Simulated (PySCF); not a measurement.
SMILES C[Si](C)(C)/C=C/[SiH](F)F, singlet (GFN2-xTB optimised geometry):

```
21

Si    -2.258    -2.697    -3.256
F     -2.002    -1.705    -4.487
F     -3.856    -2.825    -3.256
C     -1.674    -1.904    -1.668
C     -0.865    -0.845    -1.596
Si    -0.284     0.000     0.000
C     -0.938    -0.939     1.524
C     -0.938     1.793     0.000
C      1.625     0.000     0.000
H     -1.737    -3.990    -3.637
H     -2.025    -2.342    -0.741
H     -0.516    -0.415    -2.528
H     -2.023    -0.954     1.545
H     -0.592    -1.969     1.536
H     -0.601    -0.473     2.446
H     -2.023     1.819    -0.022
H     -0.614     2.331     0.886
H     -0.580     2.342    -0.866
H      2.017     0.500     0.881
H      2.019     0.516    -0.871
H      2.025    -1.010    -0.009
```

Calculation: PBE0/def2-SVP (PySCF).

Question: What are the frontier orbital energies and the dipole moment?

Answer: HOMO-2 -8.70 eV, HOMO-1 -8.21 eV, HOMO -8.13 eV, LUMO -1.01 eV, LUMO+1 1.12 eV; dipole moment 3.06 D.

On the same geometry PBE/def2-SVP run with PySCF 2.14.0 gives HOMO-2 -7.33 eV, HOMO-1 -6.91 eV, HOMO -6.81 eV, LUMO -1.91 eV, LUMO+1 0.23 eV; dipole moment 2.90 D.

Meta-Löwdin charges at PBE0/def2-SVP: Si1 1.25, F2 -0.47, F3 -0.47, C4 -0.36, C5 -0.28, Si6 0.88, C7 -0.56, C8 -0.55, C9 -0.55, H10 -0.13, H11 0.11, H12 0.11, H13 0.11, H14 0.11, H15 0.12, H16 0.12, H17 0.11, H18 0.12, H19 0.11, H20 0.11, H21 0.12.
